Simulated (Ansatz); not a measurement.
Consider the formal exchange of groups at a C–O bond: `[CH3][Zn][CH2]O` + `C=O` → `[CH3][Zn][CH2]C=O` + H₂O.

Gas-phase electronic energies from Ansatz, PBE0-D4/def2-TZVP geometries. CCSD(T)/CBS is the MP2 limit (def2-TZVPP, def2-QZVPP) plus CCSD(T) − MP2 in def2-TZVPP, frozen cores. This one scheme is used for every species. For Zn outer-core shells are correlated without core-valence functions, which leaves a few kJ/mol of doubt a bond. Scalar relativity is left out up to krypton. One conformer a species, not always the lowest.

```
            species  CCSD/def2-TZVPP energy (Eh)
  `[CH3][Zn][CH2]O`                  -1933.00700
              `C=O`                   -114.32123
`[CH3][Zn][CH2]C=O`                  -1971.05117
                H₂O                    -76.32939
```

Work out ΔE.

ΔE = (-1971.05117) + (-76.32939) − (-1933.00700) − (-114.32123) = -0.05233 Eh = -137.4 kJ/mol. CCSD(T)/CBS gives -142.8 kJ/mol.

Largest T1 diagnostic among the species: 0.015.

From PBE to PBE0 (25 % exact exchange), in def2-TZVPP and without D4, ΔE moves by −5.7 kJ/mol. The D4 term adds −4.1 kJ/mol with B3LYP and −2.3 kJ/mol with PBE0; it sums over pairs of atoms, weighted by their polarisabilities, and B3LYP, whose exchange is more repulsive, gets the larger term. In def2-TZVPP, CCSD(T) changes the Hartree–Fock value by −5.3 kJ/mol (the triples alone add −1.6 kJ/mol) and MP2 by −15.5 kJ/mol.

B3LYP here is the variant with VWN-RPA as its local correlation; programs differ in this.
